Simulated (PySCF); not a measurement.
**Two-component Hartree-Fock for Dy(4+) (dysprosium, charge +4)**

Start: [Xe] 4f8; 4f5/2 filled at m_j = -5/2, -3/2, -1/2, +1/2, +3/2, +5/2; 4f7/2 filled at m_j = +5/2, +7/2. Calculated with PySCF 2.14 in x2c-SVPall-2c (7s10p9d3f1g, 112 functions): generalised Hartree-Fock with the X2C-1e Hamiltonian and a Gaussian nucleus; one run each with spin-orbit coupling (SO) switched off, then screened by Boettger's factors.

```tsv
spinor shell	electrons	ε, spin-free (eV)	ε, screened SO (eV)	weight of nominal j (screened SO)	rms radius, screened SO (bohr)
1s1/2	2	-54111.7	-54100.6	1.000	0.0240
2s1/2	2	-9182.9	-9179.5	1.000	0.0971
2p1/2	2	-8150.4	-8715.9	1.000	0.0830
2p3/2	4	-8150.4	-7910.5	1.000	0.0896
3s1/2	2	-2142.1	-2141.0	1.000	0.250
3p1/2	2	-1818.8	-1938.6	1.000	0.241
3p3/2	4	-1818.8	-1767.2	1.000	0.255
3d3/2	4	-1400.8	-1423.0	0.996	0.228
3d5/2	6	-1400.8	-1385.0	0.997	0.231
4s1/2	2	-493.71	-493.37	1.000	0.562
4p1/2	2	-384.23	-413.00	0.977	0.577
4p3/2	4	-384.23	-371.63	0.989	0.605
4d3/2	4	-231.41	-241.55	0.725	0.648
5s1/2	2	-106.97	-106.91	1.000	1.37
5p1/2	2	-76.353	-81.033	0.945	1.47
5p3/2	4	-76.353	-74.299	0.972	1.56
4f5/2	6	-70.686	-70.663	0.675	0.824
4f7/2	2	-70.686	-70.389	0.903	0.825
```

Where does 4d5/2 lie, and what is the 4d spin-orbit splitting (screened SO)?

At -224.36 eV, 17.193 eV above 4d3/2.

| quantity | spin-free | screened SO |
| --- | --- | --- |
| E (hartree) | -12145.43765 | -12154.36035 |
| M_J | 6 | 6 |
| ⟨J²⟩ | 42.010 | 42.013 |
| ⟨L²⟩ | 12.006 | 12.389 |
| ⟨S²⟩ | 12.004 | 11.849 |

Each row is a mean over spinors that exchange with the open shell spreads, by up to 17.712 eV (4d5/2).

Rows whose weight is well below 1 are mixtures of j = l ± 1/2: exchange outweighs spin-orbit coupling there, and the label is only the starting occupation.

Breit and QED terms are absent; they matter most for the inner s and p1/2 levels.

Densities and radii are taken from the X2C orbitals without a picture-change correction, which distorts them close to the nucleus.

Without spin-orbit coupling the j labels of p, d and f shells carry no meaning; the spin-free column gives the mean over the occupied spinors of each nl shell.
